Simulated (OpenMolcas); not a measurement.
Consider [Cu2(μ-Br)2(F)4]2-, a planar model complex in vacuum (2 bridging Br, bridge angle 90°, metal-metal distance 3.49 Å, Cu–Br 2.47 Å; typed geometry, not optimised).

```xyz
8

Cu    -1.7466     0.0000     0.0000
Cu     1.7466     0.0000     0.0000
Br     0.0000     1.7466     0.0000
Br     0.0000    -1.7466     0.0000
F     -3.0830     1.3364     0.0000
F     -3.0830    -1.3364     0.0000
F      3.0830     1.3364     0.0000
F      3.0830    -1.3364     0.0000
```

Problem. Give the energies of the total-spin states at CASSCF(2,2) on the singly occupied d orbitals (ANO-RCC-VDZP on Cu, F and ANO-RCC-VDZ on Br, scalar-relativistic DKH2, RICD, no spin-orbit coupling, OpenMolcas), and the exchange constant.

Solution. Local spins 1/2 and 1/2.

```
total S  E (cm⁻¹)  natural occupations, lowest and highest
-------  --------  ---------------------------------------
1             0.0                             1.000, 1.000
0            16.4                             0.996, 1.004
```

J = 8.2 cm⁻¹ (ferromagnetic).

J is defined by H = −2J S1·S2, so negative values are antiferromagnetic. Wave-function values come from the highest and lowest total spin; broken-symmetry values use Yamaguchi's formula with the computed ⟨S²⟩. The active space holds the singly occupied metal orbitals alone, without bridging-ligand orbitals. No row is a measured value.
